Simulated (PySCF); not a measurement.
C2H7BOS. Atoms are numbered in the order given.

```xyz
12

B      0.2148     0.2180     0.7284
C      0.2941    -0.3323     2.2102
H     -0.0604    -1.3763     2.3121
H     -0.3145     0.2967     2.8963
H      1.3393    -0.2949     2.5880
O      0.6035     1.4868     0.3684
H      0.9291     1.9954     1.1324
S     -0.4208    -0.8696    -0.5772
C     -0.3194     0.1875    -2.0686
H     -0.9381     1.0961    -1.9469
H     -0.6992    -0.4072    -2.9198
H      0.7268     0.4877    -2.2650
```

Geometry optimised at PBE-D3(BJ)/def2-SVP. Other conformers were not sampled.

Computed with PBE/pcSseg-1 (PySCF).

GIAO shieldings, no solvent; atoms alike by connectivity are averaged. δ = σ(ref) − σ: ¹¹B against BF3 (σ = 83.9 ppm); ¹³C against TMS (σ = 182.0 ppm); ¹H against TMS (σ = 31.49 ppm); ¹⁷O against H2O (σ = 334.3 ppm); ³³S against H2S (σ = 706.5 ppm), references at their B3LYP-D3(BJ)/def2-TZVP geometries, non-relativistic.

| nucleus | atoms | count | δ (ppm) |
|---|---|---|---|
| ¹¹B | B1 | 1 | 37.9 |
| ¹³C | C9 | 1 | 18.7 |
| ¹³C | C2 | 1 | 7.6 |
| ¹H | H7 | 1 | 5.24 |
| ¹H | H10, H11, H12 | 3 | 2.56 |
| ¹H | H3, H4, H5 | 3 | 0.95 |
| ¹⁷O | O6 | 1 | 179.3 |
| ³³S | S8 | 1 | 194.6 |
